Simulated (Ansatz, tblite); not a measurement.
Cost and result up the ladder for SnHMe2F (C2H7FSn) (11 atoms). Total charge 0; singlet. Geometry: PBE0-D4/def2-SVP.

```tsv
atom	x (Å)	y (Å)	z (Å)
Sn1	-0.317	-0.555	0.417
H2	-0.935	-0.867	1.989
C3	1.790	-0.188	0.377
H4	2.027	0.724	0.945
H5	2.121	-0.059	-0.662
H6	2.326	-1.036	0.823
C7	-1.465	0.870	-0.692
H8	-2.518	0.557	-0.729
H9	-1.073	0.938	-1.717
H10	-1.402	1.860	-0.217
F11	-0.554	-2.244	-0.534
```

Ansatz on 4 threads of Arm Neoverse V1 on a shared host; xTB runs through tblite on one thread. Times are rough, summed over both states, and most runs start from the orbitals of an earlier one. PBE0-D4/def2-TZVP serves as the yardstick here, not as an exact answer. The other state is a doublet.

In the def2 sets Sn takes a core potential; there is no spin–orbit coupling. The xTB rows come from tblite. HOMO above LUMO, or a gap near zero within one spin, warns that the state may not be the lowest or that an electron is smeared out.

Raw xTB energies of ions are shifted by several eV.

```
              level  functions  wall time
           GFN2-xTB         28     0.01 s
           GFN1-xTB         35    0.018 s
   PBE-D4/def2-TZVP        185      5.2 s
  PBE0-D4/def2-TZVP        185      6.4 s
r2SCAN-D4/def2-TZVP        185       11 s
```

Problem. Estimate what each level gives for the vertical IE (eV).

Solution. 
```csv
level,vertical IE (eV),difference from PBE0-D4/def2-TZVP (eV),remarks
GFN2-xTB,14.32,4.04,–
GFN1-xTB,15.12,4.84,–
PBE-D4/def2-TZVP,9.96,-0.32,gap within one spin near zero (+1 doublet)
PBE0-D4/def2-TZVP,10.28,0.00,–
r2SCAN-D4/def2-TZVP,10.06,-0.22,–
```
